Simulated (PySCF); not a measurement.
Does the answer move with the share of exact exchange?

C3H6OSi.
InChI=1S/C3H6OSi/c5-4-3-1-2-3/h1-3H,5H3

Torsions of this conformer, `[SiH3:1][O:2][CH:3]1[CH:4]=[CH:5]1`: Si1–O2–C3–C4 153°.

PySCF, pcSseg-2 basis, density fitting, gas phase, PBE0-D3(BJ)/def2-SVP geometry. One functional is left out:

```csv
functional,exact exchange (%),HOMO energy (eV),LUMO energy (eV),dipole moment (D)
B97-D,0,-6.33,-1.21,1.284
BLYP,0,-6.22,-1.22,1.285
BP86,0,-6.43,-1.41,1.289
LDA,0,-6.46,-1.60,1.285
OPBE,0,-6.29,-1.20,1.249
PBE,0,-6.33,-1.35,1.272
B3LYP,20,-7.48,-0.52,1.309
PBE0,25,-7.70,-0.26,1.301
mPW1PW91,25,-7.73,-0.26,1.307
BHandHLYP,50,-8.97,0.85,1.340
```

Task: Predict the row of B97-2 (21 % exact exchange) by straight lines through the other rows, and check it.

Result: 
| property | line | computed | computed − line | B3LYP (20 %), for comparison |
| --- | --- | --- | --- | --- |
| HOMO energy (eV) | -7.47 | -7.44 | +0.03 | -7.48 |
| LUMO energy (eV) | -0.43 | -0.29 | +0.14 | -0.52 |
| dipole moment (D) | 1.303 | 1.299 | -0.004 | 1.309 |

Task: Which of these properties follows the share of exact exchange most closely, and which least?

Result: Most closely the HOMO energy, least the dipole moment; the correlations over the tabulated rows are HOMO energy -0.997, LUMO energy 0.988, dipole moment 0.877. The HOMO energy moves by -0.533 eV for every 10 %. Functionals with the same share still differ in their other parts: at 0 % BLYP and LDA differ by 0.24 eV in it.
